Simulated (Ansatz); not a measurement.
Frontier orbitals of `[CH3][In]([CH3])[NH2]`.

The species carries charge 0 and has multiplicity 1. Correlated methods include outer-core shells of In, which these sets cover unevenly. In: def2 effective core potential. Geometry: relaxed with PBE0-D4/def2-TZVP. It is one conformer, not always the lowest. Basis def2-TZVPP, Ansatz.

Orbital energies of one run (eV). Highest occupied ones, from the top: -5.17, -6.06, -6.88, -9.29, -9.33, -9.41, -9.43, -9.79, -10.93, -16.16, -16.22, -17.60, -17.81, -17.82. Empty: -0.93, -0.67, 0.16, 0.33, 1.38, 1.72.

Task: Which functional gave them?
A. revPBE
B. B97M-V
C. LC-ωPBE
D. ωB97M-V

Result: A. HOMO energies: revPBE -5.17, ωB97M-V -8.95, LC-ωPBE -9.41, B97M-V -5.54 eV.

LC-ωPBE has ω = 0.4 bohr⁻¹.
